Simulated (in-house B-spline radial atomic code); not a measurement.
Ionising Cr⁴⁺ with different functionals

Computed with a B-spline radial code for spherical atoms: non-relativistic Hamiltonian, point nucleus, spin-polarised at highest spin, spherical fractional occupations for the functionals, the average over the highest-spin determinants for Hartree-Fock. The ionisation energy is the difference of two self-consistent energies, [Ar] 3d2 → [Ar] 3d1, without Breit or QED terms; ε is the level of the shell that loses the electron (its least bound occupied spin orbital).

Hybrids are left out here: with spherical fractional occupations of an open shell their exact exchange keeps a self-interaction that integer-occupation calculations don't have.

```tsv
method	rung	ΔSCF (eV)	-ε(3d) (eV)
Hartree-Fock	Hartree-Fock	68.18	69.57
LDA VWN5	LDA	69.83	59.59
LDA PW92	LDA	69.81	59.58
LDA exchange-only	LDA	68.13	57.98
PBE	GGA	69.57	59.36
PBEsol	GGA	69.54	59.33
BLYP	GGA	69.52	59.29
RPBE	GGA	69.51	59.29
PW91	GGA	69.70	59.48
BP86	GGA	69.61	59.38
AM05	GGA	69.56	59.34
OLYP	GGA	69.92	59.68
TPSS	meta-GGA	69.39	59.20
SCAN	meta-GGA	69.28	59.22
r2SCAN	meta-GGA	69.35	59.29
M06-L	meta-GGA	69.11	58.99
revTPSS	meta-GGA	69.25	59.07
```

Problem. How do they compare with the NIST value?

Solution. NIST lists 69.46 eV ± 0.04 (semi-empirical, ground level to ground level). Errors run from -1.33 to +0.46 eV; RPBE is closest (+0.05 eV), though others lie within the uncertainty of it, and part of that can be cancellation, since the calculations leave out relativity, Breit-QED terms, multiplet and fine-structure energies. Hartree-Fock also lacks correlation.
